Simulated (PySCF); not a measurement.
A structure optimised at PBE-D3(BJ)/def2-SVP, used in a PySCF frequency run:

```
C
C 1 1.3556
H 2 1.1006 1 121.78
H 2 1.1031 3 118.48 1 -179.99
N 1 1.4118 2 118.00 3 -179.98
C 5 1.2942 1 120.22 2 179.83
H 6 1.1106 5 116.12 1 179.99
Si 1 1.9329 2 124.36 3 0.00
H 8 1.5037 1 112.06 2 -61.36
H 8 1.5038 9 109.25 1 -124.79
Si 6 1.9341 7 122.18 5 -179.99
H 11 1.5054 6 111.19 7 -60.48
H 11 1.5054 12 108.70 6 -122.70
```

Question: Write its SMILES and formula.

Answer: C=C1N=C[SiH2][SiH2]1, C3H7NSi2

Question: What are its rotational constants (standard atomic weights)?

Answer: 3.7060, 2.0730, 1.3731 GHz
